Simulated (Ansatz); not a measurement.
Spectroscopic constants of HfN, multiplicity 2 (lowest of 2S+1 = 2, 4, 6, 8 at CCSD(T)/def2-TZVPP on PBE0 minima; our sources give no spin for the ground state, which may be another). No spin–orbit coupling. The T1 diagnostic near the minimum is 0.053, so single-reference values are doubtful.

Seven points along R, fitted to fifth degree in 1/R; most abundant isotopes. In def2 and cc sets the state is the lowest found near the PBE0 minimum, followed along R.

Codes used: Ansatz (a program for electronic structure) with Gaussian orbitals. Values without a source in brackets are computed. In def2 rows elements past Kr take small-core potentials, without spin–orbit coupling.

Energies at PBE/def2-TZVPP:

```json
[
 {"R (Å)": "1.593122", "E (hartree)": "-102.61278591"},
 {"R (Å)": "1.635948", "E (hartree)": "-102.62413246"},
 {"R (Å)": "1.675347", "E (hartree)": "-102.63047899"},
 {"R (Å)": "1.719886", "E (hartree)": "-102.63378404"},
 {"R (Å)": "1.764425", "E (hartree)": "-102.63375297"},
 {"R (Å)": "1.815816", "E (hartree)": "-102.63040860"},
 {"R (Å)": "1.875772", "E (hartree)": "-102.62299783"}
]
```

**Question.** With a reduced mass of 12.9921 u, find the minimum, the force constant and the constants.

**Answer.** A fifth-degree polynomial in 1/R puts the minimum at r_e = 1.7413 Å with force constant 658 N/m. Then ω_e = (1/2πc)√(k/μ) = 927 cm⁻¹ and B_e = h/(8π²cμr_e²) = 0.4279 cm⁻¹; the cubic and quartic terms give α_e = 0.0022 and ω_e x_e = 2.4 cm⁻¹.
